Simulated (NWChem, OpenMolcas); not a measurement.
## BBrCl2 (bromodichloroborane): methods side by side

The species is BBrCl2 (4 atoms), meant as a singlet with charge 0. SMILES: `ClB(Cl)Br`. The coordinates come from a PBE0-D4/def2-TZVP relaxation.

Quantity: the HOMO–LUMO gap, in eV. The values are calculated.

```json
{"level": "SVWN5/cc-pVDZ", "kind": "LDA", "program": "OpenMolcas", "value (eV)": "4.59", "CPU time": "11 s"}
{"level": "M06-L/cc-pVDZ", "kind": "meta-GGA", "program": "OpenMolcas", "value (eV)": "5.23", "CPU time": "20 s"}
{"level": "TPSS/cc-pVDZ", "kind": "meta-GGA", "program": "NWChem", "value (eV)": "4.91", "CPU time": "2.3 min"}
{"level": "r2SCAN/cc-pVDZ", "kind": "meta-GGA", "program": "OpenMolcas", "value (eV)": "5.30", "CPU time": "18 s"}
{"level": "BHLYP/cc-pVDZ", "kind": "global hybrid", "program": "OpenMolcas", "value (eV)": "9.19", "CPU time": "13 s"}
{"level": "PBE0/cc-pVDZ", "kind": "global hybrid", "program": "OpenMolcas", "value (eV)": "6.93", "CPU time": "14 s"}
{"level": "wB97X/cc-pVDZ", "kind": "range-separated hybrid", "program": "NWChem", "value (eV)": "11.53", "CPU time": "80 s"}
{"level": "B2PLYP/cc-pVDZ", "kind": "double hybrid", "program": "NWChem", "value (eV)": "9.47", "CPU time": "56 s"}
```

All-electron rows without a relativistic Hamiltonian named are non-relativistic. The values span 4.59 to 11.53 eV. Orbital gaps aren't excitation energies, and those of double hybrids come from the SCF part alone; they tend to grow with the share of exact exchange. CPU times are rough (shared hosts, several kinds of processor): they show what a rung costs within a factor of a few.
